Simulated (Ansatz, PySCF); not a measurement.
Pair of molecules: H2S (SMILES S) (first 3 atoms) with GeH4 (SMILES [GeH4]); geometry from B3LYP-D3(BJ)/def2-TZVP.
(charge 0, multiplicity 1):
```xyz
8

S      0.15623    -0.37545    -0.31385
H      0.27778    -1.63364     0.13844
H     -1.17204    -0.37164    -0.11926
Ge    -0.00980     0.18849     3.50022
H     -0.13760     0.33895     5.02658
H     -1.01676    -0.86829     3.02072
H      1.41466    -0.26275     3.15253
H     -0.31479     1.53383     2.82949
```

Basis-set superposition error: the interaction energy with monomers in their own basis, and in the dimer's basis (counterpoise).

Programs: Ansatz (Gaussian orbitals); PySCF for 6-31G* rows. Values without a source in brackets are computed.

```csv
level,uncorrected (meV),counterpoise (meV),difference
HF/6-31G*,21.7,34.5,12.8
PBE/def2-TZVPPD,-18.6,-15.2,3.4
BLYP/def2-TZVPPD,36.9,40.8,3.8
revPBE/def2-TZVPPD,31.5,34.7,3.2
B97M-V/def2-TZVPPD,-56.7,-53.6,3.1
PBE0/def2-TZVPPD,-18.5,-14.8,3.7
CAM-B3LYP/def2-TZVPPD,-4.8,-0.7,4.0
wB97X-V/def2-TZVPPD,-53.9,-50.2,3.7
CCSD/def2-SVPD,-65.4,-21.3,44.1
CCSD/def2-TZVPPD,-40.0,-26.8,13.1
```

The error is largest for CCSD/def2-SVPD (44.1 meV) and smallest for B97M-V/def2-TZVPPD (3.1 meV).

Ansatz is an electronic-structure program.
